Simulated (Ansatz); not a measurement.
Basis sets compared for NbF₄. The state is a doublet with charge 0. Geometry PBE0-D4/def2-SVP. Ansatz on 4 threads of Arm Neoverse V1 on a shared host; times are rough, and most runs start from earlier orbitals.

```xyz
5

Nb    0.0000    0.0000    0.0000
F     0.8030    1.6646    0.1712
F    -1.7798    0.5223   -0.0686
F    -0.1448   -1.4336    1.1700
F     1.1216   -0.7533   -1.2726
```

In the def2 sets Nb takes a core potential, while STO-3G treats all electrons; there is no spin–orbit coupling.

STO-3G and 6-31G are all-electron sets without relativity, so their totals don't compare with the def2 sets.

Binding counts from free atoms (Nb sextet, F doublet) in the same basis, without a counterpoise term.

| level | functions | energy (Eh) | HOMO (eV) | LUMO (eV) | binding per atom (eV) | wall time |
| --- | --- | --- | --- | --- | --- | --- |
| HF/STO-3G | 47 | -4108.4181 | -6.04 | 6.06 | 3.17 | 0.35 s |
| PBE-D4/def2-SVP | 87 | -455.9403 | -4.72 | -3.37 | 5.21 | 1.2 s |
| PBE0-D4/def2-SVP | 87 | -455.8850 | -6.57 | -2.59 | 4.82 | 1.6 s |

**Question.** Estimate the rows for HF/def2-TZVP, PBE-D4/def2-TZVP, PBE0-D4/def2-TZVP (with forces).

**Answer.** 
```json
{"level": "HF/def2-TZVP", "functions": "164", "energy (Eh)": "-454.5565", "HOMO (eV)": "-11.43", "LUMO (eV)": "0.85", "binding per atom (eV)": "3.16", "wall time": "2.6 s"}
{"level": "PBE-D4/def2-TZVP", "functions": "164", "energy (Eh)": "-456.4422", "HOMO (eV)": "-4.87", "LUMO (eV)": "-3.49", "binding per atom (eV)": "5.04", "wall time": "2 s"}
{"level": "PBE0-D4/def2-TZVP (with forces)", "functions": "164", "energy (Eh)": "-456.3875", "HOMO (eV)": "-6.62", "LUMO (eV)": "-2.61", "binding per atom (eV)": "4.70", "wall time": "3.3 s"}
```
